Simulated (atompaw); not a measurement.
**bismuth (Bi): one change to a PAW (atompaw) potential, before and after**

```
Element                 : bismuth (Bi)
Generator               : atompaw 4.2.0.5
Type                    : PAW
Functional              : PBE
Relativity              : scalar-relativistic
Frozen core             : [Xe] 4f14 5d10
Valence charge          : 5
Reference configuration : 6s2 6p3
Partial waves           : 6s (bound): rc 2.45 bohr; 6s channel at 4.25 Ry: rc 1.55 bohr; 6p (bound): rc 2.45 bohr; 6p channel at 0.2 Ry: rc 2.45 bohr
Local potential         : bessel scheme, radius 2.10 bohr
Core correction         : smooth core density matched at 2.40 bohr
Augmentation charge     : besselshape compensation charge, radius 2.00 bohr; PAW radius 2.45 bohr; waves and projectors: custom rrkj gramschmidtortho
```

Change: augmentation besselshape compensation charge, radius 2.00 bohr; PAW radius 2.45 bohr; waves and projectors: custom polynom gramschmidtortho.

Cutoffs: the cutoffs (Ry, on a coarse ladder) from which the occupation-weighted sum of valence levels, in a spherical-Bessel basis at the reference potential, stays within 10 and 1 mRy of its value at 400 Ry; they do not see the model core or the augmentation charge, which bear on the density cutoff.

What does the change do?

Both files are very soft, the changed one slightly harder (loose and tight cutoff 6 and 8 Ry → 8 and 12 Ry on this coarse ladder); a bound ghost appears in s, which as a rule spoils a file.

| quantity | base | changed |
| --- | --- | --- |
| cutoff, loose | 6 Ry | 8 Ry |
| cutoff, tight | 8 Ry | 12 Ry |
| bound ghosts | none | s |
| s: phases at 2.47 bohr within 0.05 rad from the reference energy up to (Ry; the scan ends near 5) | -0.8 | -0.9 |
| p: phases at 2.47 bohr within 0.05 rad from the reference energy up to (Ry; the scan ends near 5) | 4.6 | 4.3 |
| lowest overlap eigenvalue by channel | s 0.28, p 0.54 | s 0.18, p 0.36 |

 A true bound ghost makes a file unfit for plane-wave use even where its test errors are small: the radial tests pick states by their node count and pass the ghost by. The cutoffs see the waves, projectors and local potential, not the compensation charge or the core.
